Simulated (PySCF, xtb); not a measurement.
W(S)(F)2(OH)2 (F2H2O2SW), SMILES [OH][W]([F])(=[S])([OH])[F], multiplicity 1. The values are those of a single conformer.

Harmonic wavenumbers (cm⁻¹) from GFN2-xTB run with xtb at its own minimum, in rising order: 100, 133, 157, 182, 188, 240, 262, 359, 388, 394, 403, 412, 421, 504, 533, 551, 3530, 3543.

Task: What does PBE-D3(BJ)/def2-SVP (PySCF) give at its own minimum? (The exact figures need the calculation; the answer reports its results.)

Result: 101, 122, 172, 207, 210, 230, 278, 301, 331, 541, 568, 585, 619, 690, 698, 737, 3750, 3751. Paired by order, the mean absolute difference is 103 cm⁻¹ and the zero-point energies are 17.6 and 19.9 kcal/mol.
